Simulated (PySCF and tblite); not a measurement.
Values are calculated unless marked as measured or tabulated.
Molecule: C₄H₉FGe, numbered as in [F:1][C@@H:2]1[CH2:3][CH2:4][GeH2:5][CH2:6]1.

The ring 2–3–4–5–6 is held at Altona–Sundaralingam phase angles P (ν_j = ν_max cos(P + 144°(j − 2)), ν_j about the bond from ring atom j to j + 1, counted from 0) and the rest relaxed at GFN2-xTB. Energies: PBE0/pcSseg-1 + D3(BJ), IEF-PCM chloroform. (tblite 0.8, PySCF 2.14.)

Spin–orbit effects of heavy atoms are missing.

Q: Give the DFT energy and dipole along the phase angle P.

A: 
| phase angle P ° | E kcal/mol | dipole D | amplitude ° |
| --- | --- | --- | --- |
| 36 | 5.30 | 1.95 | 38 |
| 72 | 2.95 | 2.03 | 45 |
| 108 | 0.86 | 1.98 | 51 |
| 144 | 3.45 | 2.02 | 45 |
| 180 | 5.44 | 2.19 | 40 |
| 216 | 4.68 | 2.25 | 46 |
| 252 | 2.21 | 2.19 | 50 |
| 288 | 0.00 | 2.06 | 52 |
| 324 | 2.38 | 1.83 | 44 |
| 360 | 4.96 | 1.85 | 38 |

Q: How free is the pseudorotation?

A: The sampled points span 5.44 kcal/mol, from P = 288° to P = 180°; RT at 298 K is 0.59 kcal/mol, so it is strongly hindered.
